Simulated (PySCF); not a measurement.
**The second ionisation energy along the halogens**

All values are computed (PySCF 2.14, energy differences of UHF-based or UKS calculations, no spin-orbit coupling). Values in eV. The last column holds reference values (NIST; (s) semi-empirical, (t) theoretical, else measured). Unmarked ones compare directly (S terms, centres of terms, or small fine structure); those marked * lie between the lowest fine-structure levels and include a spin-orbit shift.

```csv
element,configurations,UHF,B3LYP,MP2 (valence),SCS-MP2 (valence),CCSD (valence),CCSD(T) (valence),reference
"F (6-31G*, non-relativistic)",[He] 2s2 2p4 → [He] 2s2 2p3,33.437,35.646,34.276,34.258,34.296,34.311,34.950
"Cl (6-31G*, non-relativistic)",[Ne] 3s2 3p4 → [Ne] 3s2 3p3,22.497,23.964,22.863,22.888,22.859,22.869,23.771
"Br (6-31G*, non-relativistic)",[Ar] 3d10 4s2 4p4 → [Ar] 3d10 4s2 4p3,20.207,21.594,20.565,20.578,20.578,20.587,21.409
```

Which of these methods has the smallest mean absolute error against the measured values here?

B3LYP, with 0.358 eV.

| method | elements | mean error (eV) | mean absolute error (eV) | largest error (eV) |
| --- | --- | --- | --- | --- |
| UHF | 3 | -1.330 | 1.330 | -1.513 |
| B3LYP | 3 | 0.358 | 0.358 | 0.696 |
| MP2 (valence) | 3 | -0.809 | 0.809 | -0.908 |
| SCS-MP2 (valence) | 3 | -0.802 | 0.802 | -0.883 |
| CCSD (valence) | 3 | -0.799 | 0.799 | -0.912 |
| CCSD(T) (valence) | 3 | -0.788 | 0.788 | -0.902 |

Errors include the incompleteness of the basis and the frozen core.

"Valence" correlates the outer s and p shells and, in groups 3 to 12 and the f block, the outer d or f shell, open or full, or the next shell where the ion has no valence electron left; the wider scheme adds the next inner shell.
